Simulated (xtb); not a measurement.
Si(H)(F)2(NHSiH3) (F2H5NSi2), SMILES F[SiH](F)N[SiH3]. All values are semi-empirical tight-binding results from xtb (GFN2-xTB unless named), good for trends rather than for accurate numbers. Geometry optimised at GFN2-xTB. The values are those of a single conformer.

Optimised geometry:

```xyz
10

Si     0.8456     0.5253    -0.0536
F      1.2563    -0.4857    -1.2172
F      1.9817     0.3334     1.0526
N     -0.6335     0.0350     0.6416
Si    -2.0994    -0.4577    -0.1619
H      0.9290     1.8617    -0.5844
H     -0.6550     0.0344     1.6477
H     -3.0800    -0.5847     0.9162
H     -1.8887    -1.7268    -0.8573
H     -2.4593     0.5941    -1.1147
```

Problem. Estimate the properties. (Estimate from the structure and the level; the computed values follow.)

Solution. 
The orbital gap comes out as 5.51 eV, the dipole moment is 2.58 D and the zero-point energy is 33.4 kcal/mol. The G − E(el) at 298.15 K (modified RRHO) comes out as 12.6 kcal/mol, the static polarisability (D4 model) is 74.1 bohr³ and the solvation energy, GFN2-xTB/ALPB(water) is 0.1 kcal/mol. The solvation energy, GFN2-xTB/ALPB(acetone) is -2.5 kcal/mol.

Computed atomic charges and the Wiberg bond orders between heavy atoms:
charges (e) Si1 0.64, F2 -0.27, F3 -0.27, N4 -0.43, Si5 0.49, H6 -0.05, H7 0.17, H8 -0.10, H9 -0.08, H10 -0.10. Bond orders Si1–F2 1.08, Si1–F3 1.07, Si1–N4 1.14, N4–Si5 1.00.
